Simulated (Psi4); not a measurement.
H₁₀Si₄, charge +1, doublet, geometry from GFN2-xTB (a state made from the parent by changing its charge; the spin is typed, not shown lowest), with bond 10-3 at 1.6 times its length; BLYP/def2-SVP run with Psi4.

Psi4 was given this input:
```
memory 2 GB

molecule mol {
1 2
  Si    0.197941    2.032596   -0.870970
  Si   -0.101204    0.036891    0.559683
  Si    2.047711   -0.954613   -0.073907
  Si   -2.161009   -1.118910    0.436377
  H     1.455592    2.698511   -0.558155
  H     0.144703    1.512389   -2.231995
  H    -0.974498    2.817727   -0.508898
  H     0.121769    0.520420    1.935602
  H     3.152074   -0.063334    0.263217
  H     1.895108   -1.355944   -2.369521
  H     2.055886   -2.183609    0.710762
  H    -2.100095   -2.294645    1.303517
  H    -3.243137   -0.221017    0.838840
  H    -2.332760   -1.524494   -0.960794
}

set basis def2-svp
set reference uks
set cholesky_tolerance 1e-6
set scf_type cd

energy('blyp')
print_variables()
```

Task: Predict the main parts of the log of this Psi4 run.

Result: 
```
   => Loading Basis Set <=

    Name: DEF2-SVP
    Role: ORBITAL
    Keyword: BASIS

         ---------------------------------------------------------
                                   SCF
               by Justin Turney, Rob Parrish, Andy Simmonett
                          and Daniel G. A. Smith
                              UKS Reference
         ---------------------------------------------------------

  ==> Geometry <==

    Molecular point group: c1
    Full point group: C1

    Geometry (in Angstrom), charge = 1, multiplicity = 2:

       Center              X                  Y                   Z               Mass
    ------------   -----------------  -----------------  -----------------  -----------------
         SI           0.200296330969     2.034298215593    -0.869676200490    27.976926534650
         SI          -0.098848669031     0.038593215593     0.560976799510    27.976926534650
         SI           2.050066330969    -0.952910784407    -0.072613200490    27.976926534650
         SI          -2.158653669031    -1.117207784407     0.437670799510    27.976926534650
         H            1.457947330969     2.700213215593    -0.556861200490     1.007825032230
         H            0.147058330969     1.514091215593    -2.230701200490     1.007825032230
         H           -0.972142669031     2.819429215593    -0.507604200490     1.007825032230
         H            0.124124330969     0.522122215593     1.936895799510     1.007825032230
         H            3.154429330969    -0.061631784407     0.264510799510     1.007825032230
         H            1.897463330969    -1.354241784407    -2.368227200490     1.007825032230
         H            2.058241330969    -2.181906784407     0.712055799510     1.007825032230
         H           -2.097739669031    -2.292942784407     1.304810799510     1.007825032230
         H           -3.240781669031    -0.219314784407     0.840133799510     1.007825032230
         H           -2.330404669031    -1.522791784407    -0.959500200490     1.007825032230

  Running in c1 symmetry.

  Rotational constants: A =      0.07044  B =      0.04947  C =      0.03196 [cm^-1]
  Rotational constants: A =   2111.81215  B =   1483.18849  C =    958.16974 [MHz]
  Nuclear repulsion =  318.319234218765359

  Charge       = 1
  Multiplicity = 2
  Electrons    = 65
  Nalpha       = 33
  Nbeta        = 32

  ==> Algorithm <==

  SCF Algorithm Type is CD.
  DIIS enabled.
  MOM disabled.
  Fractional occupation disabled.
  Guess Type is SAD.
  Energy threshold   = 1.00e-06
  Density threshold  = 1.00e-06
  Integral threshold = 1.00e-12

  ==> Primary Basis <==

  Basis Set: DEF2-SVP
    Blend: DEF2-SVP
    Number of shells: 62
    Number of basis functions: 122
    Number of Cartesian functions: 126
    Spherical Harmonics?: true
    Max angular momentum: 2

  ==> DFT Potential <==

   => LibXC <=

    Version 7.1.2
    S. Lehtola, C. Steigemann, M. J. T. Oliveira, and M. A. L. Marques,  SoftwareX 7, 1–5 (2018) (10.1016/j.softx.2017.11.002)

   => Composite Functional: BLYP <=

    BLYP GGA Exchange-Correlation Functional

    P.J. Stephens et. al., J. Phys. Chem., 98, 11623-11627, 1994
    B. Miehlich et. al., Chem. Phys. Lett., 157(3), 200-206 1989

    Deriv               =              1
    GGA                 =           TRUE
    Meta                =          FALSE

    Exchange Hybrid     =          FALSE
    MP2 Hybrid          =          FALSE

   => Exchange Functionals <=

    1.0000     XC_GGA_X_B88

   => Correlation Functionals <=

    1.0000     XC_GGA_C_LYP

   => LibXC Density Thresholds  <==

    XC_GGA_C_LYP:  1.00E-14
    XC_GGA_X_B88:  1.00E-15

   => Molecular Quadrature <=

    Radial Scheme          =       TREUTLER
    Pruning Scheme         =           NONE
    Nuclear Scheme         =       TREUTLER

    Blocking Scheme        =         OCTREE
    BS radius alpha        =              1
    Pruning alpha          =              1
    Radial Points          =             75
    Spherical Points       =            302
    Total Points           =         300133
    Total Blocks           =           2251
    Max Points             =            256
    Max Functions          =            119
    Weights Tolerance      =       1.00E-15

  ==> Integral Setup <==

Traceback (most recent call last):
  File "psi4", line 375, in <module>
  File "<string>", line 37, in <module>
  File "site-packages/psi4/driver/driver.py", line 533, in energy
  File "site-packages/psi4/driver/procrouting/proc.py", line 2760, in run_scf
  File "site-packages/psi4/driver/procrouting/proc.py", line 2047, in scf_helper
  File "site-packages/psi4/driver/procrouting/scf_proc/scf_iterator.py", line 82, in scf_compute_energy
  File "site-packages/psi4/driver/procrouting/scf_proc/scf_iterator.py", line 200, in scf_initialize
  File "site-packages/psi4/driver/procrouting/scf_proc/scf_iterator.py", line 128, in initialize_jk

RuntimeError:
Fatal Error: Not enough memory for CD.
The most recent 5 function calls were:

psi::PsiException::PsiException(std::__cxx11::basic_string<char, std::char_traits<char>, std::allocator<char> >, char const*, int)
psi::DiskDFJK::preiterations()

Printing out the relevant lines from the Psithon --> Python processed input file:
    core.IO.set_default_namespace("mol")
    core.set_global_option("BASIS", "def2-svp")
    core.set_global_option("REFERENCE", "uks")
    core.set_global_option("CHOLESKY_TOLERANCE", 1e-6)
    core.set_global_option("SCF_TYPE", "cd")
--> energy('blyp')
    print_variables()

!----------------------------------------------------------------------------------!
!                                                                                  !
! Fatal Error: Not enough memory for CD.                                           !
! The most recent 5 function calls were:                                           !
! psi::PsiException::PsiException(std::__cxx11::basic_string<char,                 !
!     std::char_traits<char>, std::allocator<char> >, char const*, int)            !
! psi::DiskDFJK::preiterations()                                                   !
!                                                                                  !
!----------------------------------------------------------------------------------!
```

The input was rejected before any calculation.
